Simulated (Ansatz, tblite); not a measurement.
Forces on CuO₂ at its r2SCAN-D4/def2-TZVP geometry. Total charge 0; doublet.

The xTB rows come from tblite. The structure holds one bond between oxygen atoms, so isomers without such links may lie far lower. At r2SCAN-D4/def2-TZVP, PBE0-D4/def2-TZVP the charge 0 doublet is spin-contaminated (final ⟨S²⟩ up to 1.10, 0.75 for a pure state). The structure comes from a short search, and lower isomers may exist.

GFN2-xTB (tblite), largest force 3.61 eV/Å:

```xyz
3
positions Å, forces eV/Å
Cu    0.031    1.381   -0.557   -0.071   -0.467    0.216
O     0.413   -1.161    0.270    2.282   -2.383   -0.098
O    -0.443   -0.220    0.288   -2.211    2.850   -0.118
```

r2SCAN-D4/def2-TZVP (Ansatz), largest force 0.00 eV/Å:

```
Cu 0.000 0.001 0.000
O 0.000 -0.001 0.000
O 0.000 0.000 0.000
```

PBE0-D4/def2-TZVP (Ansatz), largest force 0.33 eV/Å:

```
Cu 0.076 0.177 -0.104
O -0.079 0.131 -0.016
O 0.003 -0.309 0.120
```
